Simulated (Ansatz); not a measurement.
PtS₃⁻. Total charge -1; doublet. Geometry r2SCAN-D4/def2-SVPD, basis def2-TZVPD, Ansatz.

Cartesian coordinates in Å:
```
Pt 0.240 -0.037 0.472
S 0.307 -0.230 -1.838
S -1.537 0.386 -1.113
S 0.990 -0.119 2.478
```

```
run  HOMO (eV)  LUMO (eV)
  A      -0.43      -0.01
  B      -0.31      -0.12
  C      -1.35       0.68
  D      -0.55      -0.06
  E      -3.91       2.87
  F      -1.15       0.44
```

In the def2 sets Pt takes a core potential; there is no spin–orbit coupling. LC-ωPBE has ω = 0.4 bohr⁻¹. B3LYP takes the VWN-RPA correlation. The structure comes from a short search, and lower isomers may exist.

HOMO and LUMO are taken over both spins.

Q: The runs used B3LYP, B97M-V, LC-ωPBE, PBE, PBE0, r2SCAN. Estimate which is which.

A: A r2SCAN (0 % exact exchange); B PBE (0 % exact exchange); C PBE0 (25 % exact exchange); D B97M-V (0 % exact exchange); E LC-ωPBE (range-separated); F B3LYP (20 % exact exchange). Exact exchange lowers occupied and raises empty levels; among semilocal functionals meta-GGAs tend to open the gap a little, and such runs are hard to tell apart. The gap grows from 0.19 eV (PBE) to 6.79 eV (LC-ωPBE).
